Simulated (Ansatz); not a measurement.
The cluster Si2Sn5. Charge 0, multiplicity 3. Geometry PBE-D4/def2-SVP, that of the neutral singlet; atoms count from 1.

Cartesian coordinates in Å:
```
Si -1.116 -0.279 0.124
Si 0.400 -2.177 0.562
Sn 0.024 -1.470 -2.094
Sn -0.688 1.513 -1.937
Sn 1.708 0.358 -0.171
Sn -0.558 2.290 0.979
Sn 0.230 -0.236 2.538
```

In the def2 sets Sn takes a core potential; there is no spin–orbit coupling. At PBE0-D4/def2-SVP a singlet of charge 0 lies 1.66 eV below the triplet at the same geometry. The structure comes from a short search, and lower isomers may exist.

Estimate the Mulliken populations from the PBE0/def2-SVP orbitals of Ansatz.


```
atom  charge (e)  spin (α − β)
 Si1       -0.40          0.28
 Si2       -0.12          0.39
 Sn3        0.15          0.20
 Sn4        0.11          0.52
 Sn5        0.01         -0.12
 Sn6        0.11          0.52
 Sn7        0.15          0.20
```
Mulliken values and Mayer orders depend strongly on the basis.

Where does the spin sit?

Summed by element: Si 0.67, Sn 1.33, of 2 unpaired in all. Largest on single atoms: Sn4 0.52, Sn6 0.52, Si2 0.39.

And the Mayer bond orders between bonded heavy atoms (over 0.3)?

Si1–Si2 0.61 (2.47 Å); Si1–Sn3 0.50 (2.76 Å); Si1–Sn4 0.54 (2.76 Å); Si1–Sn5 0.42 (2.91 Å); Si1–Sn6 0.54 (2.76 Å); Si1–Sn7 0.50 (2.76 Å); Si2–Sn3 0.74 (2.77 Å); Si2–Sn5 0.47 (2.95 Å); Si2–Sn7 0.74 (2.77 Å); Sn3–Sn4 0.52 (3.07 Å); Sn3–Sn5 0.45 (3.14 Å); Sn4–Sn5 0.45 (3.19 Å); Sn4–Sn6 0.60 (3.02 Å); Sn5–Sn6 0.45 (3.19 Å); Sn5–Sn7 0.45 (3.14 Å); Sn6–Sn7 0.52 (3.07 Å).
